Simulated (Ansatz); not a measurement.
Task: Name a neutral molecule of O, Si, Sn and H with HOMO–LUMO gap (PBE/def2-TZVPP) between 4.90 and 5.20 eV and ideal-gas entropy at 298 K and 1 bar (rigid rotor, harmonic PBE0-D4/def2-TZVP) between 395 and 411 J/(mol·K) (Ansatz, PBE0-D4/def2-TZVP geometry).

Result: `O[SiH2][SiH2][SnH3]` (4.96 eV, 407 J/(mol·K)). Other molecules can fit too; these were computed, each in one conformer that needn't be the lowest.
